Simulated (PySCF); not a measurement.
Match the calculated data to a structure.

All candidates are C6H10FN.

| technique | computed result |
| --- | --- |
| UV, first state | lowest singlet excitation: 5.27 eV (235 nm, f = 0.002) [TDDFT B3LYP/def2-SVPD] |
| Rotational structure | rotational constants A, B, C: 3.477, 1.712, 1.281 GHz [GFN2-xTB] |
| UV, strongest line | among the 8 lowest singlet transitions: S4 at 7.41 eV (167 nm, f = 0.108) [TDDFT B3LYP/def2-SVPD] |
| Triplet | lowest triplet excitation (Tamm–Dancoff): 4.48 eV [TDA B3LYP/def2-SVPD] |
| Dipole | 2.21 D [B3LYP/def2-SVPD] |
| Polarisability | 76.0 au [B3LYP/def2-SVPD] |

Gas-phase values; electronic properties from PySCF, density fitting. Levels stand in brackets. Isolated species at its GFN2-xTB geometry (one conformer only).

Question: Which candidate is it?
A. `CC[C@@H]1C=NC[C@@H]1F`
B. `[H]/N=C1\CC[C@](C)(F)C1`
C. `CC1=NC[C@H](F)CC1`

Answer: A. It is `CC[C@@H]1C=NC[C@@H]1F`. Numbering: `[CH3:1][CH2:2][C@@H:3]1[CH:4]=[N:5][CH2:6][C@@H:7]1[F:8]`. Its formula, C6H10FN, gives 2 degrees of unsaturation: 1 ring and 1 π bond in the structure found. S1 is mainly HOMO→LUMO (weight 0.99); the largest Löwdin shares of the orbital it empties are 0.57 on the imine nitrogen, 0.11 on the imine carbon, 0.09 on the sp3 carbon bound to nitrogen and 0.07 on the sp3 CH carbon, of the orbital it fills 0.36 on the imine nitrogen, 0.33 on the imine carbon, 0.07 on the sp3 CH carbon and 0.07 on the hydrogen on a C=N carbon. The optimised geometry has point group C1 and is an asymmetric top.

The others, at the same levels:
- `[H]/N=C1\CC[C@](C)(F)C1` fails: its computed lowest singlet excitation is 5.05 eV (245 nm, f = 0.002) (against 5.27 eV), rotational constant A is 3.715 GHz (against 3.477 GHz) and smallest rotational constant is 1.407 GHz (against 1.281 GHz).
- `CC1=NC[C@H](F)CC1` fails: its computed lowest singlet excitation is 5.04 eV (246 nm, f = 0.003) (against 5.27 eV), rotational constant A is 3.669 GHz (against 3.477 GHz) and smallest rotational constant is 1.367 GHz (against 1.281 GHz).
